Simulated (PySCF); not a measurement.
# Calculated NMR data

Non-relativistic, averaged over atoms made equivalent by symmetry, fast rotation or ring inversion, no solvent, single conformer. PBE0/pcSseg-1 with gauge-including orbitals; structure optimised with GFN2-xTB; PySCF 2.14.

δ = σ(ref) − σ, references computed at the same level: TMS for ¹H (31.72 ppm), ¹³C (186.93 ppm). Splittings of carbon signals by F and P are missing where no couplings were computed. Where no couplings were computed, multiplicities follow the n + 1 count of equivalent neighbours, and m marks all less simple cases (inequivalent or close neighbours, rings, F or P nearby). Shifts are as computed. Against solution values, carbons near 30 ppm lie about +3 ppm off and those near 130 ppm about +5 ppm; carbons on Cl a further +6 ppm. Of 1211 compounds with measured shifts, 218 miss one by over three times the rms of a fit or turn the order of signals round; such compounds aren't used in these exercises. Carbons bonded to Cl come out too deshielded.

**1.** SMILES c1(C)c(F)oc(OC)p1, C$_{5}$H$_{6}$FO$_{2}$P. ¹H NMR (400 MHz, computed): δ 4.05 (s, 3H), 2.27 (m, 3H). ¹³C{¹H} NMR (computed): δ 202.4, 154.4, 111.6, 56.6, 12.0.

**2.** SMILES ClC(Cl)(Cl)C1=C[SiH2]C=C1, C$_{5}$H$_{5}$Cl$_{3}$Si. ¹H NMR (400 MHz, computed): δ 7.60 (d, 1H), 6.68 (t, 1H), 6.44 (m, 1H), 4.76 (m, 2H). ¹³C{¹H} NMR (computed): δ 166.4 (C), 157.1 (CH), 136.2 (CH), 133.2 (CH), 119.5 (C).
